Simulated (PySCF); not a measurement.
C3O3Ru, SMILES [O+]#[C-]->[Ru](<-[C-]#[O+])<-[C-]#[O+], multiplicity 1. The structure is a stationary point at PBE-D3(BJ)/def2-SVP. The spin state was assumed, not searched. The def2 effective core potentials stand for the cores of Ru; spin–orbit coupling is left out.

Q: Give the equilibrium geometry at PBE-D3(BJ)/def2-SVP (PySCF confirms it by a frequency run) as Cartesian coordinates in Å, and its point group. (The exact figures need the calculation; the answer reports its results.)

A: point group Cs.
```xyz
7

Ru    -0.3816     0.3420     0.0000
O      0.8193     0.5423     2.8093
C      0.2311     0.4568     1.8084
O      0.8193     0.5423    -2.8093
C      0.2311     0.4568    -1.8084
O      0.1453    -2.5796     0.0000
C     -0.0425    -1.4278     0.0000
```
